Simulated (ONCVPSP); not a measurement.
**Mn (Z = 25): ONCV pseudisation with PBE, scalar-relativistic reference atom.**

| Quantity | Value |
| --- | --- |
| Element | Mn (Z = 25) |
| Generator | ONCVPSP 4.0.1 |
| Type | optimised norm-conserving Vanderbilt (ONCV) |
| Functional | PBE |
| Relativity | scalar-relativistic |
| Frozen core | [Ne] |
| Valence charge | 15 |
| Reference configuration | 3s2 3p6 3d5 4s1.5 (charge +0.5) |
| Partial waves | 3s+4s: rc 1.45 bohr, ncon 3, nbas 7, qcut 9.7 1/bohr, 3 projectors, debl 2.5 Ha; 3p: rc 1.05 bohr, ncon 4, nbas 7, qcut 11.9 1/bohr, 1 projector; 3d: rc 1.75 bohr, ncon 3, nbas 8, qcut 10.6 1/bohr, 3 projectors, debl 2.3 Ha |
| Local potential | polynomial inside 1.00 bohr (lpopt 5, dvloc0 0 Ha) |
| Core correction | Teter function, fcfact 2.5, rcfact 1.05 |

All-electron outer shells of the reference configuration (PBE, scalar-relativistic, ld1.x):

```
shell  level (eV)  outermost node (bohr)  outermost maximum (bohr)
   2p     -634.06                      –                      0.19
   3s      -89.80                   0.34                      0.74
   3p      -58.52                   0.31                      0.75
   3d      -10.66                      –                      0.76
   4s       -8.38                   1.05                      2.44
```

(1) Estimate the cutoffs (Ha) at which the residual kinetic energy of the hardest occupied pseudo-wave falls to 1 and 0.1 mHa per electron.

(2) Does the potential have ghost states?

(3) Tests: 3s2 3p6 3d5 4s2; 3s2 3p6 3d5 4s1; 3s2 3p6 3d5 4s0; 3s2 3p6 3d4 4s0. Which has the largest error in its energy relative to the reference configuration, and how large is it?

Answers

(1) 37 Ha and 56 Ha.

(2) No bound ghost flagged; no localised positive-energy state flagged.

(3) 3s2 3p6 3d4 4s0, with +40 meV (all-electron minus pseudo) on +53.17 eV.
